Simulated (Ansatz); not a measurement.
Steps of a relaxation of `CBOC(C)=O` with RKS PBE0-D4/def2-TZVP.

```sh
$ ansatz run in.yaml --threads 4 --pin off --events-out ev --progress --plain --max-ram 10444MiB
```

```yaml
crystal:
  periodic: [false, false, false]
  atoms:
    - {symbol: C, position_ang: [-2.073998, -1.358652, 0.182582]}
    - {symbol: B, position_ang: [-1.225963, -0.095761, -0.178603]}
    - {symbol: O, position_ang: [0.150373, -0.165575, -0.041483]}
    - {symbol: C, position_ang: [1.008266, 0.832240, -0.498109]}
    - {symbol: C, position_ang: [2.292941, 0.825132, 0.287689]}
    - {symbol: O, position_ang: [0.738492, 1.550964, -1.428471]}
    - {symbol: H, position_ang: [-1.482491, -2.214261, 0.562802]}
    - {symbol: H, position_ang: [-2.863486, -1.097912, 0.920459]}
    - {symbol: H, position_ang: [-2.631065, -1.686501, -0.724306]}
    - {symbol: H, position_ang: [-1.720659, 0.955462, -0.544244]}
    - {symbol: H, position_ang: [2.967551, 1.616765, -0.080841]}
    - {symbol: H, position_ang: [2.780090, -0.166316, 0.191234]}
    - {symbol: H, position_ang: [2.080447, 0.969614, 1.366190]}
basis:
  gaussian: {orbitals: def2-TZVP}
hamiltonian: {xc: pbe0, dispersion: d4}
relax: {f_tol: 0.005, max_steps: 150}
```

Positions (Å) and forces (eV/Å) along the path, 11 of 13 steps:

```xyz
13
step=1 energy=-7991.1315 eV
C    -2.074   -1.359    0.183   -0.208   -0.193    0.022
B    -1.226   -0.096   -0.179    0.081    0.254   -0.064
O     0.150   -0.166   -0.041    0.132    0.550   -0.296
C     1.008    0.832   -0.498   -0.485    0.194   -0.545
C     2.293    0.825    0.288    0.139   -0.006    0.084
O     0.738    1.551   -1.428    0.315   -0.838    1.110
H    -1.482   -2.214    0.563   -0.291    0.420   -0.182
H    -2.863   -1.098    0.920    0.387   -0.134   -0.329
H    -2.631   -1.687   -0.724    0.272    0.140    0.420
H    -1.721    0.955   -0.544    0.200   -0.431    0.140
H     2.968    1.617   -0.081   -0.350   -0.391    0.173
H     2.780   -0.166    0.191   -0.260    0.480    0.010
H     2.080    0.970    1.366    0.066   -0.046   -0.543
13
step=2 energy=-7991.1870 eV
C    -2.064   -1.348    0.180   -0.080   -0.055    0.009
B    -1.216   -0.093   -0.178    0.046    0.047   -0.036
O     0.154   -0.170   -0.040    0.078    0.234   -0.121
C     1.002    0.821   -0.493   -0.184   -0.136    0.070
C     2.280    0.820    0.286    0.040   -0.010    0.011
O     0.731    1.537   -1.408    0.054   -0.101    0.127
H    -1.479   -2.195    0.556   -0.071    0.118   -0.049
H    -2.842   -1.092    0.914    0.109   -0.037   -0.096
H    -2.615   -1.674   -0.716    0.080    0.047    0.123
H    -1.701    0.944   -0.545    0.062   -0.121    0.051
H     2.942    1.607   -0.080   -0.094   -0.110    0.050
H     2.764   -0.159    0.186   -0.067    0.139    0.014
H     2.066    0.965    1.352    0.026   -0.015   -0.153
13
step=4 energy=-7991.1915 eV
C    -2.062   -1.347    0.176    0.015    0.007   -0.027
B    -1.214   -0.096   -0.183    0.049    0.024    0.060
O     0.156   -0.171   -0.044   -0.065    0.000    0.036
C     0.996    0.818   -0.482    0.010   -0.092   -0.045
C     2.277    0.820    0.287   -0.023    0.011   -0.015
O     0.728    1.532   -1.398    0.000    0.075   -0.026
H    -1.481   -2.191    0.549    0.014   -0.012    0.003
H    -2.834   -1.090    0.909   -0.003    0.008    0.006
H    -2.613   -1.669   -0.715   -0.011   -0.009   -0.008
H    -1.697    0.940   -0.535    0.016   -0.013   -0.012
H     2.934    1.597   -0.092    0.014    0.015   -0.003
H     2.756   -0.157    0.196    0.001   -0.020   -0.004
H     2.075    0.979    1.348   -0.016    0.006    0.035
13
step=5 energy=-7991.1914 eV rejected
C    -2.059   -1.344    0.178    0.010    0.020    0.021
B    -1.211   -0.091   -0.174   -0.007   -0.046   -0.068
O     0.156   -0.172   -0.043    0.022   -0.021   -0.002
C     0.999    0.809   -0.493   -0.063    0.087    0.083
C     2.272    0.818    0.286    0.013   -0.019   -0.044
O     0.726    1.529   -1.403    0.028   -0.023   -0.035
H    -1.476   -2.189    0.545    0.015   -0.021    0.010
H    -2.829   -1.091    0.914   -0.025    0.000    0.022
H    -2.612   -1.662   -0.714   -0.010    0.000   -0.023
H    -1.690    0.941   -0.537   -0.009    0.031    0.019
H     2.928    1.601   -0.084    0.018    0.016   -0.010
H     2.757   -0.155    0.195    0.025   -0.027    0.007
H     2.058    0.971    1.345   -0.016    0.003    0.019
13
step=6 energy=-7991.1922 eV
C    -2.061   -1.346    0.177    0.002    0.002   -0.003
B    -1.213   -0.093   -0.178    0.003   -0.003    0.000
O     0.155   -0.170   -0.042    0.000    0.008    0.005
C     0.997    0.815   -0.487   -0.012   -0.014   -0.006
C     2.275    0.819    0.286    0.001    0.001   -0.007
O     0.728    1.531   -1.402    0.007    0.006    0.001
H    -1.477   -2.190    0.547    0.002    0.000   -0.001
H    -2.832   -1.091    0.911    0.001   -0.001    0.001
H    -2.612   -1.667   -0.715    0.000    0.001    0.001
H    -1.694    0.942   -0.535    0.003    0.000    0.002
H     2.933    1.598   -0.090    0.000    0.000    0.002
H     2.755   -0.158    0.196   -0.001   -0.001    0.002
H     2.066    0.976    1.347   -0.004    0.001    0.001
13
step=7 energy=-7991.1922 eV
C    -2.060   -1.346    0.177    0.004    0.006   -0.003
B    -1.213   -0.093   -0.179    0.001   -0.008    0.001
O     0.155   -0.170   -0.047    0.010    0.005    0.008
C     0.998    0.815   -0.489   -0.023   -0.013   -0.007
C     2.274    0.819    0.287    0.004    0.000   -0.008
O     0.731    1.531   -1.404    0.003    0.005    0.000
H    -1.476   -2.190    0.546    0.002   -0.001   -0.001
H    -2.830   -1.091    0.913   -0.002   -0.003    0.003
H    -2.613   -1.667   -0.714   -0.001    0.001   -0.001
H    -1.695    0.943   -0.532    0.001    0.008   -0.002
H     2.933    1.597   -0.088    0.003    0.000    0.002
H     2.754   -0.158    0.198    0.001   -0.002    0.003
H     2.063    0.976    1.346   -0.004    0.002    0.005
13
step=8 energy=-7991.1922 eV
C    -2.060   -1.346    0.177    0.000    0.002   -0.001
B    -1.213   -0.092   -0.178   -0.004   -0.003    0.000
O     0.155   -0.170   -0.045    0.006   -0.001    0.001
C     0.997    0.814   -0.490   -0.007    0.002    0.001
C     2.273    0.819    0.287    0.004   -0.001   -0.003
O     0.730    1.529   -1.406    0.001   -0.001   -0.001
H    -1.474   -2.191    0.543    0.001    0.000   -0.001
H    -2.828   -1.093    0.915    0.000   -0.002    0.001
H    -2.614   -1.665   -0.714   -0.001    0.001    0.000
H    -1.694    0.944   -0.531    0.000    0.003    0.000
H     2.933    1.596   -0.088    0.001   -0.001    0.001
H     2.754   -0.158    0.200    0.000    0.000    0.002
H     2.061    0.978    1.346   -0.001    0.001    0.001
13
step=9 energy=-7991.1923 eV
C    -2.060   -1.347    0.175    0.000   -0.002    0.000
B    -1.212   -0.093   -0.175   -0.004    0.013   -0.002
O     0.156   -0.172   -0.046    0.017   -0.003    0.001
C     0.997    0.812   -0.491   -0.008   -0.004    0.005
C     2.273    0.820    0.287    0.003   -0.001    0.000
O     0.730    1.527   -1.407    0.002    0.002   -0.002
H    -1.475   -2.195    0.533    0.001    0.000   -0.001
H    -2.825   -1.098    0.917   -0.001   -0.001    0.001
H    -2.618   -1.658   -0.717   -0.003   -0.002   -0.001
H    -1.691    0.946   -0.522   -0.006   -0.002    0.000
H     2.937    1.590   -0.096    0.001   -0.001    0.000
H     2.748   -0.160    0.213    0.003    0.001    0.001
H     2.060    0.994    1.344   -0.004    0.000   -0.003
13
step=10 energy=-7991.1923 eV
C    -2.059   -1.347    0.173   -0.001   -0.005    0.001
B    -1.212   -0.092   -0.173   -0.001    0.010   -0.007
O     0.156   -0.173   -0.047    0.004   -0.002    0.000
C     0.998    0.811   -0.493    0.002   -0.002    0.002
C     2.272    0.821    0.287    0.002   -0.001    0.004
O     0.731    1.523   -1.411   -0.001    0.000    0.000
H    -1.473   -2.198    0.524   -0.001    0.001   -0.001
H    -2.821   -1.102    0.921    0.001    0.000    0.000
H    -2.622   -1.653   -0.717   -0.001    0.000    0.001
H    -1.691    0.949   -0.515   -0.003   -0.003    0.002
H     2.939    1.586   -0.100   -0.001   -0.002    0.000
H     2.745   -0.162    0.223    0.000    0.004    0.000
H     2.057    1.004    1.342    0.000    0.000   -0.005
13
step=12 energy=-7991.1923 eV
C    -2.059   -1.348    0.172   -0.001   -0.002   -0.003
B    -1.211   -0.092   -0.173    0.002   -0.003   -0.001
O     0.157   -0.175   -0.049   -0.006    0.001    0.002
C     0.999    0.809   -0.494    0.005   -0.001   -0.004
C     2.272    0.821    0.288   -0.001    0.000    0.002
O     0.733    1.520   -1.414   -0.001    0.001    0.001
H    -1.472   -2.202    0.513   -0.001    0.002    0.000
H    -2.814   -1.105    0.927    0.001    0.000    0.000
H    -2.630   -1.647   -0.716    0.001    0.001    0.003
H    -1.691    0.950   -0.510    0.002   -0.001    0.001
H     2.941    1.583   -0.103    0.000    0.000    0.000
H     2.743   -0.162    0.233   -0.002    0.001    0.000
H     2.054    1.013    1.341    0.001    0.000   -0.001
13
step=13 energy=-7991.1923 eV
C    -2.059   -1.348    0.172    0.000   -0.001   -0.002
B    -1.211   -0.093   -0.173    0.001   -0.002   -0.002
O     0.157   -0.175   -0.049   -0.001    0.000    0.002
C     0.999    0.809   -0.494    0.000    0.001   -0.001
C     2.272    0.821    0.288    0.000    0.000    0.000
O     0.733    1.521   -1.413    0.000    0.000    0.000
H    -1.473   -2.202    0.515    0.000    0.000    0.000
H    -2.814   -1.104    0.927    0.000    0.000    0.001
H    -2.630   -1.648   -0.715    0.000    0.001    0.001
H    -1.691    0.949   -0.512    0.000    0.000    0.001
H     2.940    1.584   -0.102    0.000    0.000    0.000
H     2.743   -0.162    0.231    0.000    0.000    0.000
H     2.054    1.011    1.341    0.000    0.000    0.000
```

Run time 26 s (4 threads of an Intel Xeon 6975P-C on a shared host); peak host memory 0.63 GiB.
